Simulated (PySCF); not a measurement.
# Correlation energy of Eu (europium, neutral)

[Xe] 4f7 5d2, high-spin 10F determinant (an excited configuration). All numbers are calculated (PySCF 2.14, the spin-free X2C one-electron Hamiltonian (Gaussian nucleus), in ANO-RCC-VTZP). Frozen: [Kr] 4d10; 17 electrons correlated.

MP2 pair energies summed by pair of shells (mhartree):

```tsv
pair	energy	share (%)
4f-5p	-170.62	29.7
4f-4f	-144.73	25.2
5p-5p	-111.79	19.5
4f-5s	-39.78	6.9
5p-5d	-39.17	6.8
5s-5p	-35.86	6.2
4f-5d	-18.21	3.2
5s-5s	-6.10	1.1
5s-5d	-4.88	0.8
5d-5d	-3.35	0.6
```

Total MP2 correlation energy: -574.50 mhartree.

Same-spin part -298.72 and opposite-spin part -275.78 mhartree; SCS-MP2 scales them by 1/3 and 6/5 to -430.51 mhartree.
